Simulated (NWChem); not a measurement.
Everything below was run with NWChem. System: hydrogen telluride (H2Te), charge 0, spin multiplicity 1, at a geometry optimised with PBE0/def2-SVP with def2 effective core potentials on Te. Level: B3LYP/def2-TZVP with def2 effective core potentials on Te, VWN1-RPA local correlation.

The NWChem input:

```
start mol
memory heap 200 mb stack 800 mb global 1000 mb
geometry units angstroms nocenter noautoz
  Te     0.000000     0.000000    -0.043462
  H     -1.178841     0.000000     1.130018
  H      1.178841     0.000000     1.130018
  symmetry group C2v
end
basis spherical
  * library def2-tzvp
end
ecp
  Te library def2-ecp
end
dft
  xc b3lyp
  semidirect memsize 60000000 filesize 0
  iterations 100
end
task dft energy
```

Part of the output:

```
             Northwest Computational Chemistry Package (NWChem) 7.3.0
             --------------------------------------------------------

                                NWChem Input Module
                                -------------------

 Scaling coordinates for geometry "geometry" by  1.889725989
 (inverse scale =  0.529177249)

 Turning off AUTOSYM since
 SYMMETRY directive was detected!

                             Geometry "geometry" -> ""
                             -------------------------

 Output coordinates in angstroms (scale by  1.889725989 to convert to a.u.)

  No.       Tag          Charge          X              Y              Z
 ---- ---------------- ---------- -------------- -------------- --------------
    1 Te                  52.0000     0.00000000     0.00000000    -0.04346200
    2 H                    1.0000    -1.17884100     0.00000000     1.13001800
    3 H                    1.0000     1.17884100     0.00000000     1.13001800

 Effective nuclear repulsion energy (a.u.)      33.3110211883

            Nuclear Dipole moment (a.u.)
            ----------------------------
        X                 Y               Z
 ---------------- ---------------- ----------------
     0.0000000000     0.0000000000     0.0000226767

      Symmetry information
      --------------------

 Group name             C2v
 Group number             16
 Group order               4
 No. of unique centers     2

      Symmetry unique atoms

     1    2


 Summary of "ao basis" -> "" (spherical)
 ------------------------------------------------------------------------------
       Tag                 Description            Shells   Functions and Types
 ---------------- ------------------------------  ------  ---------------------
 *                         def2-tzvp                  on all atoms

                                 NWChem DFT Module
                                 -----------------

 Summary of "ao basis" -> "ao basis" (spherical)
 ------------------------------------------------------------------------------
       Tag                 Description            Shells   Functions and Types
 ---------------- ------------------------------  ------  ---------------------
 Te                        def2-tzvp                16       50   6s5p3d2f
 H                         def2-tzvp                 4        6   3s1p

 Summary of "ao basis" -> "ao basis" (spherical)
 ------------------------------------------------------------------------------
       Tag                 Description            Shells   Functions and Types
 ---------------- ------------------------------  ------  ---------------------
 Te                        def2-tzvp                16       50   6s5p3d2f
 H                         def2-tzvp                 4        6   3s1p

      Symmetry analysis of basis
      --------------------------

        a1         26
        a2          6
        b1         17
        b2         13

            General Information
            -------------------
          SCF calculation type: DFT
          Wavefunction type:  closed shell.
          No. of atoms     :     3
          No. of electrons :    26
           Alpha electrons :    13
            Beta electrons :    13
          Charge           :     0
          Spin multiplicity:     1
          Use of symmetry is: on ; symmetry adaption is: on
          Maximum number of iterations: 100
          AO basis - number of functions:    62
                     number of shells:    24
          Convergence on energy requested:  1.00D-06
          Convergence on density requested:  1.00D-05
          Convergence on gradient requested:  5.00D-04

              XC Information
              --------------
                         B3LYP Method XC Potential
                     Hartree-Fock (Exact) Exchange  0.200
                        Slater Exchange Functional  0.800 local
                    Becke 1988 Exchange Functional  0.720 non-local
              Lee-Yang-Parr Correlation Functional  0.810
                  VWN I RPA Correlation Functional  0.190 local

             Grid Information
             ----------------
          Grid used for XC integration:  medium
          Radial quadrature: Mura-Knowles
          Angular quadrature: Lebedev.
          Tag              B.-S. Rad. Rad. Pts. Rad. Cut. Ang. Pts.
          ---              ---------- --------- --------- ---------
          Te                  1.40      123           8.0       590
          H                   0.35       45           8.0       434
          Grid pruning is: on
          Number of quadrature shells:   168
          Spatial weights used:  Erf1

          Convergence Information
          -----------------------
          Convergence aids based upon iterative change in
          total energy or number of iterations.
          Levelshifting, if invoked, occurs when the
          HOMO/LUMO gap drops below (HL_TOL):  1.00D-02
          DIIS, if invoked, will attempt to extrapolate
          using up to (NFOCK): 10 stored Fock matrices.

                    Damping( 0%)  Levelshifting(0.5)       DIIS
                  --------------- ------------------- ---------------
          dE  on:    start            ASAP                start
          dE off:    2 iters        100 iters           100 iters

      Screening Tolerance Information
      -------------------------------
          Density screening/tol_rho:  1.00D-10
          AO Gaussian exp screening on grid/accAOfunc:  14
          CD Gaussian exp screening on grid/accCDfunc:  20
          XC Gaussian exp screening on grid/accXCfunc:  20
          Schwarz screening/accCoul:  1.00D-08

      Superposition of Atomic Density Guess
      -------------------------------------

 Sum of atomic energies:        -312.26787242

      Non-variational initial energy
      ------------------------------

 Total energy =    -268.019529
 1-e energy   =    -498.343671
 2-e energy   =     214.828968
 HOMO         =      -0.257894
 LUMO         =       0.024354

      Symmetry analysis of molecular orbitals - initial
      -------------------------------------------------

  Numbering of irreducible representations:

     1 a1          2 a2          3 b1          4 b2

  Orbital symmetries:

     1 a1          2 b1          3 a1          4 b2          5 b1
     6 a1          7 a1          8 a2          9 b2         10 a1
    11 b1         12 a1         13 b2         14 b1         15 a1
    16 b1         17 a1         18 b2         19 a1         20 a1
    21 a2         22 b2         23 b1

------------------------------------------------------------
EAF file 0: "./mol.aoints.0" size=524288 bytes
------------------------------------------------------------
               write      read    awrite     aread      wait
               -----      ----    ------     -----      ----
     calls:        1         0         0         0         0
   data(b): 5.24e+05  0.00e+00  0.00e+00  0.00e+00
   time(s): 0.00e+00  0.00e+00  0.00e+00  0.00e+00  0.00e+00
rate(mb/s): 0.00e+00  0.00e+00
------------------------------------------------------------

 Grid integrated density:      25.999969137768
 Requested integration accuracy:   0.10E-05

   convergence    iter        energy       DeltaE   RMS-Dens  Diis-err    time
 ---------------- ----- ----------------- --------- --------- ---------  ------
 d= 0,ls=0.0,diis     1   -269.2861545755 -2.85D+02  1.22D-02  1.53D-01     1.3
 Grid integrated density:      25.999969759388
 Requested integration accuracy:   0.10E-05
 d= 0,ls=0.0,diis     2   -269.2982305790 -1.21D-02  3.43D-03  5.90D-02     1.3
 Grid integrated density:      25.999969440788
 Requested integration accuracy:   0.10E-05
 d= 0,ls=0.0,diis     3   -269.3041598967 -5.93D-03  1.18D-03  1.57D-02     1.4
 Grid integrated density:      25.999969452020
 Requested integration accuracy:   0.10E-05
 d= 0,ls=0.0,diis     4   -269.3055057980 -1.35D-03  2.61D-04  1.01D-04     1.5
 Grid integrated density:      25.999969456468
 Requested integration accuracy:   0.10E-05
 d= 0,ls=0.0,diis     5   -269.3055226217 -1.68D-05  4.95D-05  1.29D-05     1.6
 Grid integrated density:      25.999969458104
 Requested integration accuracy:   0.10E-05
 d= 0,ls=0.0,diis     6   -269.3055234125 -7.91D-07  1.47D-05  5.42D-07     1.7
 Grid integrated density:      25.999969457862
 Requested integration accuracy:   0.10E-05
 d= 0,ls=0.0,diis     7   -269.3055234851 -7.27D-08  2.05D-06  6.66D-09     1.8

         Total DFT energy =     -269.305523485146
      One electron energy =     -499.125906777770
           Coulomb energy =      235.883817021116
    Exchange-Corr. energy =      -21.558607870091
 Nuclear repulsion energy =       15.495174141599

 Numeric. integr. density =       25.999969457862

     Total iterative time =      1.2s

                  Occupations of the irreducible representations
                  ----------------------------------------------

                     irrep           alpha         beta
                     --------     --------     --------
                     a1                6.0          6.0
                     a2                1.0          1.0
                     b1                3.0          3.0
                     b2                3.0          3.0

                       DFT Final Molecular Orbital Analysis
                       ------------------------------------

 Vector   11  Occ=2.000000D+00  E=-3.899643D-01  Symmetry=b1
              MO Center= -1.8D-15, -2.9D-17,  6.5D-01, r^2= 2.2D+00
   Bfn.  Coefficient  Atom+Function         Bfn.  Coefficient  Atom+Function
  ----- ------------  ---------------      ----- ------------  ---------------
    10      0.320364  1 Te px                16     -0.313375  1 Te px
    13     -0.267653  1 Te px                52      0.222932  2 H  s
    58     -0.222932  3 H  s                 51      0.136044  2 H  s
    57     -0.136044  3 H  s                 53      0.119892  2 H  s
    59     -0.119892  3 H  s                 25     -0.096962  1 Te d  1

 Vector   12  Occ=2.000000D+00  E=-3.404611D-01  Symmetry=a1
              MO Center=  1.9D-15, -4.9D-16,  5.1D-02, r^2= 2.4D+00
   Bfn.  Coefficient  Atom+Function         Bfn.  Coefficient  Atom+Function
  ----- ------------  ---------------      ----- ------------  ---------------
    18     -0.358119  1 Te pz                12      0.347264  1 Te pz
     5      0.311317  1 Te s                  6      0.306136  1 Te s
    15     -0.291159  1 Te pz                 2      0.255948  1 Te s
     3     -0.219802  1 Te s                 52     -0.180746  2 H  s
    58     -0.180746  3 H  s                  1     -0.152794  1 Te s

 Vector   13  Occ=2.000000D+00  E=-2.333173D-01  Symmetry=b2
              MO Center=  6.7D-16, -2.8D-15, -4.8D-03, r^2= 2.4D+00
   Bfn.  Coefficient  Atom+Function         Bfn.  Coefficient  Atom+Function
  ----- ------------  ---------------      ----- ------------  ---------------
    17      0.517433  1 Te py                11     -0.430778  1 Te py
    14      0.363682  1 Te py                20      0.312437  1 Te py
     8     -0.069259  1 Te py

 Vector   14  Occ=0.000000D+00  E=-3.611730D-02  Symmetry=b1
              MO Center= -3.8D-15, -1.6D-16,  5.5D-02, r^2= 3.9D+00
   Bfn.  Coefficient  Atom+Function         Bfn.  Coefficient  Atom+Function
  ----- ------------  ---------------      ----- ------------  ---------------
    19      0.773035  1 Te px                53      0.734395  2 H  s
    59     -0.734395  3 H  s                 16      0.447610  1 Te px
    10     -0.274316  1 Te px                13      0.226099  1 Te px
    52      0.180720  2 H  s                 58     -0.180720  3 H  s
    25     -0.143560  1 Te d  1              35      0.108692  1 Te d  1

 Vector   15  Occ=0.000000D+00  E=-6.455658D-03  Symmetry=a1
              MO Center=  1.1D-14,  2.7D-15,  2.7D-01, r^2= 5.0D+00
   Bfn.  Coefficient  Atom+Function         Bfn.  Coefficient  Atom+Function
  ----- ------------  ---------------      ----- ------------  ---------------
     6      1.080880  1 Te s                 53     -1.045304  2 H  s
    59     -1.045304  3 H  s                 21      0.863158  1 Te pz
    18      0.409138  1 Te pz                 5      0.315388  1 Te s
     2      0.289016  1 Te s                  3     -0.257638  1 Te s
    12     -0.214463  1 Te pz                 1     -0.172484  1 Te s

 Vector   16  Occ=0.000000D+00  E= 1.203241D-01  Symmetry=b1
              MO Center= -1.5D-14,  9.9D-17,  9.9D-02, r^2= 7.2D+00
   Bfn.  Coefficient  Atom+Function         Bfn.  Coefficient  Atom+Function
  ----- ------------  ---------------      ----- ------------  ---------------
    19      1.411418  1 Te px                16     -1.223521  1 Te px
    10      0.238581  1 Te px                53     -0.186065  2 H  s
    59      0.186065  3 H  s                 35      0.077031  1 Te d  1
    52      0.077225  2 H  s                 58     -0.077225  3 H  s
    13     -0.054984  1 Te px                 7      0.038058  1 Te px

 center of mass
 --------------
 x =   0.00000000 y =   0.00000000 z =  -0.04824910

 moments of inertia (a.u.)
 ------------------
           9.760618768210           0.000000000000           0.000000000000
           0.000000000000          19.763457308990           0.000000000000
           0.000000000000           0.000000000000          10.002838540780

     Multipole analysis of the density
     ---------------------------------

     L   x y z        total         alpha         beta         nuclear
     -   - - -        -----         -----         ----         -------
     0   0 0 0     -0.000000    -13.000000    -13.000000     26.000000

     1   1 0 0     -0.000000     -0.000000     -0.000000      0.000000
     1   0 1 0     -0.000000     -0.000000     -0.000000      0.000000
     1   0 0 1      0.048536     -1.125581     -1.125581      2.299698

     2   2 0 0    -19.291827    -14.608501    -14.608501      9.925174
     2   1 1 0     -0.000000     -0.000000     -0.000000      0.000000
     2   1 0 1      0.000000      0.000000      0.000000      0.000000
     2   0 2 0    -23.325725    -11.662863    -11.662863      0.000000
     2   0 1 1      0.000000      0.000000      0.000000      0.000000
     2   0 0 2    -20.168198    -14.725083    -14.725083      9.281968

 Task  times  cpu:        1.8s     wall:        1.8s

 Total times  cpu:        1.8s     wall:        1.8s
```
